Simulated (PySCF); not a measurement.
Molecule: SMILES OCC1CCCC1, C6H12O.

Bonds (- single, = double, # triple, : aromatic): O1-C2, C2-C3, C3-C4, C4-C5, C5-C6, C6-C7, C7-C3. O1 carries H8; C2 carries H9, H10; C3 carries H11; C4 carries H12, H13; C5 carries H14, H15; C6 carries H16, H17; C7 carries H18, H19. H12, H14, H17, H19 are cis to C2 on the ring; H13, H15, H16, H18 are trans to C2 on the ring.

Frames of a GFN2-xTB Langevin trajectory at 300 K; GIAO PBE0/pcSseg-1 shieldings in PySCF 2.14.0 with density-fitted response routines, gas phase, non-relativistic; equivalent atoms averaged within each frame.

References, each an isolated molecule treated in the same way: $^{17}$O (σ = 336.08 ppm) against H2O; $^{13}$C (σ = 186.93 ppm) and $^{1}$H (σ = 31.72 ppm) vs TMS. The references are static minima.

Problem. How do the shifts (ppm) fluctuate along the trajectory?

Solution. 
```tsv
time (fs)	O1	C2	C3	C5/C6	C4/C7	H9/H10	H15/H16	H14/H17	H12/H19	H13/H18
optimised geometry	48.6	74.1	49.2	29.8	32.8	3.79	1.59	1.67	1.05	1.95
250	26.1	72.6	41.2	34.4	32.1	3.91	2.73	2.69	0.98	0.89
425	42.8	77.5	52.1	33.0	34.7	3.61	1.45	2.36	1.26	2.39
625	47.3	69.8	45.6	32.3	33.4	2.68	1.64	2.19	1.96	2.25
800	50.6	75.6	48.9	28.6	35.2	4.09	1.53	1.75	1.28	2.19
1000	54.6	72.3	55.1	33.0	30.6	3.45	2.01	2.62	0.24	2.31
mean of frames	44.3	73.6	48.6	32.3	33.2	3.55	1.87	2.32	1.14	2.01
standard deviation	11.0	3.0	5.5	2.2	1.9	0.54	0.53	0.38	0.62	0.63
```

5 frames give an uncertainty of the mean of about the standard deviation over 2.2 at best, since frames this close in time may not be independent; classical motion lacks zero-point vibration, and the reference would need the same averaging.
